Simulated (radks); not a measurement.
The numbers below are computed, except where a source is named.
Orbital eigenvalues (eV) of neutral palladium, [Kr] 4d10, at several levels of relativity; Dirac values are averaged over j with weights 2j + 1. Spin-unpolarised spherical Kohn-Sham, PBE, point nucleus unless stated (finite: rms radius 4.5318 fm), a radial shooting solver on a logarithmic mesh with Libxc functionals. A level marked "c x" has the speed of light scaled by that factor and shares open shells by 2j + 1; other Dirac levels either fill j = l - 1/2 first or share by 2j + 1.

shell       non-rel.  scalar-rel.  scalar-rel., finite nucleus  Dirac, low j first  change of magnitude, last against first (%)
1s            -23434       -24166                       -24165              -24153                                        +3.07
2s           -3353.0      -3528.3                      -3528.1             -3525.4                                        +5.14
2p           -3114.1      -3163.2                      -3163.2             -3163.7                                        +1.59
3s           -601.26      -636.06                      -636.04             -635.58                                        +5.71
3p           -505.83      -516.07                      -516.07             -516.25                                        +2.06
3d           -329.72      -325.50                      -325.51             -325.21                                        -1.37
4s           -78.570      -85.332                      -85.327             -85.284                                        +8.55
4p           -49.240      -51.199                      -51.199             -51.274                                        +4.13
4d           -4.1105      -4.0477                      -4.0477             -4.0554                                        -1.34
5s (empty)   -2.8354      -3.3218                      -3.3215             -3.3242                                       +17.24
